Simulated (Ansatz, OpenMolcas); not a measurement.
**C2H5GeN (SMILES C1=[N][GeH2][CH2]1): the vertical energy of the triplet above the singlet from total energies**

The species is C2H5GeN (9 atoms), meant as a singlet with charge 0. As SMILES, `C1=[N][GeH2][CH2]1`. The coordinates come from a PBE0-D4/def2-TZVP relaxation.

Both states at this one shape; open shells run unrestricted unless said. 1 Eh = 27.2114 eV.

```tsv
level	program	singlet C2H5GeN (Eh)	triplet C2H5GeN (Eh)
HF/3-21G	Ansatz	-2197.640925	-2197.527879
TPSS/def2-SVP	OpenMolcas	-2210.569561	-2210.425765
M06-2X/def2-SVP	OpenMolcas	-2210.499252	-2210.349401
MP2/def2-SVP, 12 core orbitals frozen	Ansatz	-2208.702449	-2208.538116
```

Work out the vertical gap, second state less first, at each level.


1. HF/3-21G: -2197.527879 − (-2197.640925) = 0.113046 Eh = 3.08 eV.
2. TPSS/def2-SVP: -2210.425765 − (-2210.569561) = 0.143796 Eh = 3.91 eV.
3. M06-2X/def2-SVP: -2210.349401 − (-2210.499252) = 0.149851 Eh = 4.08 eV.
4. MP2/def2-SVP: -2208.538116 − (-2208.702449) = 0.164333 Eh = 4.47 eV.

No measured value is set beside it here; the levels span 3.08 to 4.47 eV. Hartree–Fock favours the state with fewer electron pairs, since it lacks pair correlation. All-electron rows are non-relativistic unless named.
